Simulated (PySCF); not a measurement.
**Electronic structure of He⁺ (helium, charge +1) at the MN15 level**

Configuration: 1s1, 2S determinant. Calculation: PySCF 2.14, in aug-cc-pVTZ with one added diffuse shell each of s, p, d type (5s4p3d, 32 functions); the non-relativistic Hamiltonian (point nucleus).

| Item | Value |
| --- | --- |
| Total energy | -2.0047 hartree |
| One-electron energy | -1.9981 hartree |
| Hartree (Coulomb) energy | 0.6181 hartree |
| Exchange-correlation energy | -0.6247 hartree |
| Kinetic energy | 1.99864 hartree |
| ⟨S²⟩ | 0.7500 |
| ⟨L²⟩ | 0.000 |
| Sum of ⟨r⟩ | 0.7621 bohr |
| Sum of ⟨r²⟩ | 0.7834 bohr² |
| Density at the nucleus (Gaussians lack the cusp) | 2.49 bohr⁻³ |
| Spin density at the nucleus | 2.49 bohr⁻³ |
| Langevin diamagnetic susceptibility | -0.621 ×10⁻⁶ cm³/mol |

```csv
shell,electrons,mean orbital energy (hartree),"rms radius, mean of both spins (bohr)"
1s α,1,-1.67669,0.885
```

For one electron the Hartree and exchange-correlation energies should cancel; what remains is the self-interaction error.
